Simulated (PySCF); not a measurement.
## Calculated data, Al$_{2}$ClH$_{2}$O, Al$_{2}$H$_{2}$N, AlBH$_{4}$NSi, Al$_{2}$H$_{3}$ and others

Computed with PySCF 2.14.0. Calculation on a computer-drawn molecule: the log of a Hartree-Fock and frozen-core CCSD(T) single point meant for a local Hartree-Fock minimum, with one planted fault or none, to be diagnosed. Offsets are logged minus clean, where the clean run is the same molecule without the fault. The reference is restricted for singlets and unrestricted otherwise, and also for a bond in bohr or an excited solution. Adding or removing an electron swaps singlet and doublet. The excited solution moves the top pair (singlet) or top alpha electron (doublet) to the lowest empty orbital. Highest occupied and lowest empty are orbital energies over both spins, largest force is the largest gradient component, triples share is (T) over the correlation energy, the T1 limit is 0.02 restricted and 0.045 unrestricted, electrons count all cores, a negative frequency is imaginary (commonest isotopes), and the dipole is about the centre of nuclear charge.

Common to all runs: meant basis cc-pV(D+d)Z; logged SCF converged yes; possible faults no fault, one electron removed, one electron added, multiplicity raised by two, geometry at a saddle point, SCF held on an excited solution, minimal basis STO-3G, one bond length entered in bohr, all coordinates scaled.

(1) Al$_{2}$ClH$_{2}$O

Logged structure:
```xyz
6
Al2ClH2O
Al    -0.1910     0.3080    -0.9835
O     -1.5581     0.0541    -0.0265
Al    -2.8576    -0.2920     0.9666
Cl    -2.7185    -1.9795     2.2637
H     -0.1245    -0.3725    -2.4020
H      0.9579     1.2319    -0.4304
```

* meant charge: 0
* meant multiplicity: 2
* logged electrons: 53
* logged basis functions: 93
* logged spin squared: 0.7527
* logged highest occupied: -9.0151 eV
* logged lowest empty: 0.6566 eV
* logged largest force: 2.148e-05 hartree/bohr
* logged lowest frequency: 62.841 cm⁻¹
* logged T1 diagnostic: 0.015966
* logged D1 diagnostic: 0.047196
* logged triples share: 0.022651
* logged CC converged: yes
* logged dipole magnitude: 1.9999 debye
* logged SCF stable within its kind: yes
* logged energy HF: -1019.5362 hartree
* logged energy CCSD(T): -1020.00273 hartree
* planted fault: no fault
* HF energy offset from clean run: 0 kcal/mol
* CCSD(T) energy offset from clean run: 0 kcal/mol

Drawn bonds:
```tsv
atom	other atom	order
1	2	1
2	3	1
3	4	1
1	5	1
1	6	1
```

(2) Al$_{2}$ClH$_{2}$O

Structure as in entry 1.

- meant charge: 0
- meant multiplicity: 2
- logged electrons: 54
- logged basis functions: 93
- logged spin squared: 0
- logged highest occupied: -0.88965 eV
- logged lowest empty: 5.0547 eV
- logged largest force: 0.056815 hartree/bohr
- logged T1 diagnostic: 0.018666
- logged D1 diagnostic: 0.064478
- logged triples share: 0.024733
- logged CC converged: yes
- logged dipole magnitude: 6.1319 debye
- logged SCF stable within its kind: yes
- logged energy HF: -1019.53782 hartree
- logged energy CCSD(T): -1020.04017 hartree
- planted fault: one electron added
- HF energy offset from clean run: -1.014 kcal/mol
- CCSD(T) energy offset from clean run: -23.49 kcal/mol

Drawn bonds:
```tsv
atom	other atom	order
1	2	1
2	3	1
3	4	1
1	5	1
1	6	1
```

(3) Al$_{2}$H$_{2}$N

Logged structure:
```xyz
5
Al2H2N
Al    -0.7665     0.7966     2.7002
N      0.4789     0.0115     1.9284
Al     1.7244    -0.7735     1.1565
H     -1.9212     1.5247     3.4158
H      2.8791    -1.5013     0.4407
```

* meant charge: 1
* meant multiplicity: 1
* logged electrons: 34
* logged basis functions: 70
* logged spin squared: 0
* logged highest occupied: -9.7084 eV
* logged lowest empty: -9.896 eV
* logged largest force: 0.12398 hartree/bohr
* logged CC converged: no
* logged dipole magnitude: 0.000248 debye
* logged SCF stable within its kind: no
* logged energy HF: -538.76739 hartree
* planted fault: SCF held on an excited solution
* HF energy offset from clean run: 286.9 kcal/mol

Drawn bonds:
```tsv
atom	other atom	order
1	2	2
2	3	1
1	4	1
3	5	1
```

Notes: CCSD not converged.

(4) AlBH$_{4}$NSi

Logged structure:
```xyz
8
AlBH4NSi
Al     0.9902     1.3649    -2.2863
N     -0.0884     1.2284    -1.0104
B     -0.9104     1.1246    -0.0381
Si    -2.2248     0.9585     1.5165
H      1.9791     1.4901    -3.4558
H     -3.1208     2.1222     1.4197
H     -1.4106     0.9712     2.7426
H     -2.9311    -0.3177     1.3190
```

* meant charge: 1
* meant multiplicity: 1
* logged electrons: 43
* logged basis functions: 94
* logged spin squared: 0.8047
* logged highest occupied: -4.7094 eV
* logged lowest empty: 1.3198 eV
* logged largest force: 0.053201 hartree/bohr
* logged T1 diagnostic: 0.023359
* logged D1 diagnostic: 0.07174
* logged triples share: 0.03647
* logged CC converged: yes
* logged dipole magnitude: 2.0676 debye
* logged SCF stable within its kind: yes
* logged energy HF: -612.27265 hartree
* logged energy CCSD(T): -612.72091 hartree
* planted fault: one electron added
* HF energy offset from clean run: -95.97 kcal/mol
* CCSD(T) energy offset from clean run: -109.6 kcal/mol

Drawn bonds:
```tsv
atom	other atom	order
1	2	2
2	3	1
3	4	1
1	5	1
4	6	1
4	7	1
4	8	1
```

(5) Al$_{2}$H$_{3}$

Logged structure:
```xyz
5
Al2H3
Al    -0.2678    -3.1221     1.0505
Al     1.2049    -1.5195    -0.3771
H     -1.0998    -2.7972     2.3715
H      0.6067    -0.7967    -1.6572
H      2.7716    -1.4321    -0.1383
```

- meant charge: 0
- meant multiplicity: 2
- logged electrons: 29
- logged basis functions: 61
- logged spin squared: 3.7561
- logged highest occupied: -6.5657 eV
- logged lowest empty: -1.3929 eV
- logged largest force: 0.023757 hartree/bohr
- logged T1 diagnostic: 0.033695
- logged D1 diagnostic: 0.11775
- logged triples share: 0.025683
- logged CC converged: yes
- logged dipole magnitude: 1.6972 debye
- logged SCF stable within its kind: yes
- logged energy HF: -485.43702 hartree
- logged energy CCSD(T): -485.57798 hartree
- planted fault: multiplicity raised by two
- HF energy offset from clean run: 57.99 kcal/mol
- CCSD(T) energy offset from clean run: 66.09 kcal/mol

Drawn bonds:
```tsv
atom	other atom	order
1	2	1
1	3	1
2	4	1
2	5	1
```

(6) Al$_{2}$BH$_{4}$O

Logged structure:
```xyz
8
Al2BH4O
Al    -0.5438    -1.0991    -2.7059
B     -0.6234    -0.8481    -0.5400
O      0.3726    -0.2555     0.1460
Al     1.4561     0.4637     1.2239
H     -0.0284    -2.4463    -3.3995
H     -1.6117    -1.1909     0.0804
H      1.3500     2.0147     1.4466
H      2.5307    -0.4554     1.9070
```

* meant charge: 0
* meant multiplicity: 2
* logged electrons: 43
* logged basis functions: 94
* logged spin squared: 1.0005
* logged highest occupied: -5.616 eV
* logged lowest empty: -0.36487 eV
* logged largest force: 0.029428 hartree/bohr
* logged dipole magnitude: 2.5386 debye
* logged SCF stable within its kind: no
* logged energy HF: -585.69023 hartree
* planted fault: SCF held on an excited solution
* HF energy offset from clean run: 35.93 kcal/mol

Drawn bonds:
```tsv
atom	other atom	order
1	2	1
2	3	1
3	4	1
1	5	1
2	6	1
4	7	1
4	8	1
```

Notes: coupled-cluster numbers left out as unreliable.
